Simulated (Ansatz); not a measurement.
A nudged elastic band was laid between two geometries of CH$_{8}$AlBN$_{2}$ (13 atoms, charge 0, multiplicity 1).

All numbers below come from Ansatz 0.2.0, RKS B3LYP/def2-SVP.

```yaml
movable_images: 7
climbing_image: yes
spring: 5.0 eV/Å²
optimiser: quadratic models (default)
start_path: through a guess of the saddle point
force_threshold: 0.05 eV/Å
iteration_limit: 60
end_points: relaxed
```

First end point:

```xyz
13
Properties=species:S:1:pos:R:3
B -1.324 1.511 1.640
N -0.864 1.079 0.400
C 0.497 0.675 0.017
Al 0.645 -1.292 -0.250
N 1.002 -1.949 -1.864
H -0.546 1.615 2.559
H -2.498 1.773 1.763
H -1.537 1.005 -0.358
H 0.829 1.250 -0.868
H 1.175 0.971 0.837
H 0.397 -2.325 0.924
H 1.061 -2.940 -2.081
H 1.183 -1.407 -2.704
```

Last end point:

```xyz
13
Properties=species:S:1:pos:R:3
B -0.969 1.648 1.852
N -1.046 1.008 0.621
C 0.049 0.615 -0.271
Al 0.247 -1.345 -0.553
N 1.488 -1.941 -1.681
H -1.991 1.866 2.460
H 0.114 1.960 2.292
H -1.966 0.742 0.280
H -0.034 1.145 -1.241
H 0.991 0.987 0.172
H -0.664 -2.420 0.171
H 1.661 -2.924 -1.871
H 2.139 -1.375 -2.217
```

Q: What changes between the two ends?

A: No bond is made or broken. The dihedral H6–B1–N2–C3 goes from 2 to -178°.

Q: Give the energies along the band, and the barrier.

A: The run converged. The highest image is number 4 of 0 to 8, 1.19 eV above the first end and 1.21 eV above the last; the last end lies 0.02 eV below the first. The profile has 3 maxima (images 2, 4, 7) with wells between them (images 3, 6): this band takes more than one step, which may be the mechanism or a detour left from its start path. A structure lower than the first end lies on the path between it and the top, so the climb from that side starts below the end, which may itself be a saddle point or a shallow side well. The dihedral H6–B1–N2–C3 jumps by 126° between images 3 and 4, so the path isn't resolved there. Neighbouring images differ by up to 1.2 eV, so the band resolves the path poorly. A vibrational analysis at the climbing image gives one clearly imaginary mode, 496i cm⁻¹: a first-order saddle point.

```csv
image,path coordinate (Å),energy (eV),dihedral H6–B1–N2–C3 (°)
0,0.00,0.00,2
1,2.84,-0.01,2
2,5.69,0.05,0
3,8.53,-0.03,-1
4,11.38,1.19,125
5,13.50,0.01,175
6,15.63,-0.02,179
7,17.75,0.05,179
8,19.87,-0.02,-178
```

Q: What is the geometry of the highest image?

A: 
```xyz
13
Properties=species:S:1:pos:R:3
B -1.032 1.696 0.474
N -0.766 0.262 0.652
C 0.708 0.056 1.059
Al 0.234 -1.306 -0.283
N 0.846 -1.168 -1.955
H -1.489 2.111 -0.564
H -0.746 2.458 1.369
H -1.381 -0.188 1.334
H 1.302 0.889 0.648
H 0.856 -0.004 2.147
H -0.547 -2.611 0.162
H 0.513 -1.738 -2.727
H 1.521 -0.492 -2.301
```

Run time: 16 min on 2 threads of AMD EPYC 7B13 (Zen 3) (shared host), peak memory 0.28 GiB.
